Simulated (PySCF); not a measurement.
# A small calculation by hand: dipole moment from atomic charges

Si(H)3(SMe) (CH₆SSi), SMILES CS[SiH3]. Atoms are numbered in the order given.

```xyz
9

Si    -0.2262     1.3601     0.0000
S      0.7458    -0.5572     0.0000
C     -0.7334    -1.6500     0.0000
H      0.8629     2.3740     0.0000
H     -1.0878     1.5350     1.2072
H     -1.0878     1.5350    -1.2072
H     -1.3459    -1.4932    -0.8998
H     -0.3610    -2.6833     0.0000
H     -1.3459    -1.4932     0.8998
```

Geometry optimised at B3LYP-D3(BJ)/def2-SVP.

Charges (e) from PySCF with PBE0/def2-TZVPD:

```json
[
 {"atom": "Si1", "ESP fit": "0.030", "IAO": "0.541"},
 {"atom": "S2", "ESP fit": "-0.140", "IAO": "-0.172"},
 {"atom": "C3", "ESP fit": "-0.461", "IAO": "-0.505"},
 {"atom": "H4", "ESP fit": "0.022", "IAO": "-0.103"},
 {"atom": "H5", "ESP fit": "0.001", "IAO": "-0.125"},
 {"atom": "H6", "ESP fit": "0.001", "IAO": "-0.125"},
 {"atom": "H7", "ESP fit": "0.173", "IAO": "0.158"},
 {"atom": "H8", "ESP fit": "0.202", "IAO": "0.173"},
 {"atom": "H9", "ESP fit": "0.173", "IAO": "0.158"}
]
```

The dipole moment of the full density is 1.46 D.

### Question
What dipole moment does each set of point charges give, and which comes closer to that of the density?

### Answer

μ = Σ q r, and 1 e Å = 4.8032 D.
ESP fit: Σ q r = (-0.295, -0.124, 0.000) e Å, |μ| = 1.54 D.
IAO: Σ q r = (-0.185, 0.101, 0.000) e Å, |μ| = 1.01 D.
ESP fit comes closer in size. Point charges leave out the atoms' own dipoles (lone pairs, polarised bonds); fits to the potential absorb them, partitions of the density don't.
